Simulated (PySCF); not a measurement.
# Simulated absorption spectrum

C₂H₈AsB.
Atom-mapped SMILES: `[BH2:1][AsH:2][CH2:3][CH3:4]` (hydrogens: H5, H6 on B1; H7 on As2; H8, H9 on C3; H10, H11, H12 on C4)

Structure used (PBE0-D3(BJ)/def2-SVP), in Å, numbered top down from 1:
```xyz
12
C2H8AsB angstrom
B      2.5914   -0.3965    0.2938
As     0.9644    0.6591    0.6095
C     -0.5244   -0.3650   -0.1871
C     -1.8655    0.3287   -0.0282
H      3.6485    0.1676    0.1478
H      2.5586   -1.5967    0.4314
H      1.1152    1.7871   -0.3925
H     -0.5132   -1.3375    0.3301
H     -0.2992   -0.5614   -1.2452
H     -2.6777   -0.2877   -0.4458
H     -1.8859    1.2965   -0.5537
H     -2.1004    0.5223    1.0298
```

Computed with TDDFT CAM-B3LYP/def2-SVPD, vertical, gas phase, core orbitals frozen in the response (PySCF). The CAM-B3LYP/def2-SVPD calculation is non-relativistic and has no spin–orbit coupling, an omission that weighs most on arsenic.

Broadening: Gaussians 0.5 eV wide at half height, area fixed by f = 4.319×10⁻⁹ ∫ε dν̃. The cross-section is σ = 3.8235×10⁻²¹ ε cm², given in Mb (10⁻¹⁸ cm²). The width is an assumption, not a result. The curve ends short of the highest state used, and states not computed would add to its high-energy end.

```tsv
λ (nm)	σ (Mb)
164.0	15.19
168.5	30.08
173.1	28.06
177.6	17.08
182.1	15.58
186.6	17.58
191.1	14.54
195.7	11.04
200.2	11.51
204.7	13.00
209.2	13.33
213.7	13.79
218.3	14.76
222.8	14.22
227.3	11.26
231.8	7.17
236.3	3.70
240.9	1.55
245.4	0.56
249.9	0.21
254.4	0.18
258.9	0.42
263.5	1.12
268.0	2.49
272.5	4.72
277.0	7.77
281.5	11.20
286.1	14.38
290.6	16.45
295.1	17.04
299.6	16.12
304.1	14.04
308.7	11.27
313.2	8.48
317.7	6.00
322.2	4.00
326.7	2.54
331.3	1.51
335.8	0.88
340.3	0.49
344.8	0.26
349.3	0.14
353.9	0.07
358.4	0.03
```

Question: Locate the maxima and give the states behind the curve.

Answer: 295 nm (4.21 eV), ε about 4500, made up of S1 (100%); 220 nm (5.64 eV), ε about 3900, made up of S2 (87%); 186 nm (6.65 eV), ε about 4600, made up of S5 (95%); 170 nm (7.28 eV), ε about 8300, made up of S7 (85%) (ε in L mol⁻¹ cm⁻¹; maxima over ε = 5, shares over 10%). The states used: S1 4.21 eV (f 0.083); S2 5.59 eV (f 0.065); S3 5.94 eV (f 0.0088); S4 6.08 eV (f 0.048); S5 6.64 eV (f 0.081); S6 7.10 eV (f 0.012); S7 7.29 eV (f 0.131); S8 7.37 eV (f 0.016); S9 7.93 eV (f 0.023); S10 8.16 eV (f 0.014).

Question: Coming from long wavelengths, where does ε first pass 100 L mol⁻¹ cm⁻¹?

Answer: At about 342 nm (3.63 eV), 0.58 eV below S1.

Question: On this curve, what absorbance would a 10⁻⁴ mol/L sample give at 193 nm over a 1 cm path?

Answer: 193 nm is 6.424 eV, where ε is about 3300 L mol⁻¹ cm⁻¹, so A = ε c l ≈ 0.33 (Beer–Lambert, with the gas-phase spectrum and the assumed width).

Question: What would ε be at 7.28 eV, the highest of these maxima, with half the width (0.25 eV)?

Answer: About 15600 L mol⁻¹ cm⁻¹ against 8350, a factor of about 1.9; a lone state at its own centre would give exactly 2.

All these states lie below the vertical ionisation energy of 8.95 eV (ΔSCF).

The run took 48 s wall on one thread, Arm Neoverse V1, on a shared host.

One conformer stands for the species.
